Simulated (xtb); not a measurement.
In(H)2(SeH) (H3InSe), SMILES [SeH][InH2]. All values are semi-empirical tight-binding results from xtb (GFN2-xTB unless named), good for trends rather than for accurate numbers. Geometry: GFN2-xTB.

For metal compounds this method's bond lengths and energies can be far off.

| Property | Result |
|---|---|
| point group as xtb finds it | Cs |
| orbital gap | 3.40 eV |
| zero-point energy | 10.2 kcal/mol |
| G − E(el) at 298.15 K (modified RRHO) | -8.3 kcal/mol |
